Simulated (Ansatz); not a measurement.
Na3Li⁻. Total charge -1; quartet. Geometry PBE0/def2-TZVPD; atoms count from 1.

```xyz
4

Li   -1.439   -0.377    0.301
Na    1.688    0.260   -0.537
Na    0.891   -2.110    2.260
Na   -1.140    2.228   -2.023
```

The highest occupied level of the charge -1 quartet lies above zero (up to 0.15 eV). It is a level of α spin, whose loss leaves a triplet; that state wasn't run at this geometry and level. The electron is either unbound and held by the finite basis, or the level is raised by self-interaction error. At PBE0/def2-TZVPD a doublet of charge -1 lies 0.54 eV below the quartet, each at its own geometry. The structure comes from a short search, and lower isomers may exist.

**Question.** Estimate the Mulliken populations from the PBE0/def2-TZVPD orbitals of Ansatz.

**Answer.** 
```json
{"atom": "Li1", "charge (e)": "-0.20", "spin (α − β)": "0.58"}
{"atom": "Na2", "charge (e)": "-0.28", "spin (α − β)": "0.49"}
{"atom": "Na3", "charge (e)": "-0.26", "spin (α − β)": "0.96"}
{"atom": "Na4", "charge (e)": "-0.26", "spin (α − β)": "0.96"}
```
Mulliken values and Mayer orders depend strongly on the basis. With diffuse functions, as here, like atoms can get unlike values, and bond orders can come out too low or too high.

**Question.** Where does the spin sit?

**Answer.** Summed by element: Li 0.58, Na 2.42, of 3 unpaired in all. Largest on single atoms: Na3 0.96, Na4 0.96, Li1 0.58.

**Question.** And the Mayer bond orders between bonded heavy atoms (over 0.3)?

**Answer.** Li1–Na2 0.56 (3.30 Å); Li1–Na3 0.40 (3.50 Å); Li1–Na4 0.40 (3.50 Å); Na2–Na3 0.43 (3.75 Å); Na2–Na4 0.43 (3.75 Å).
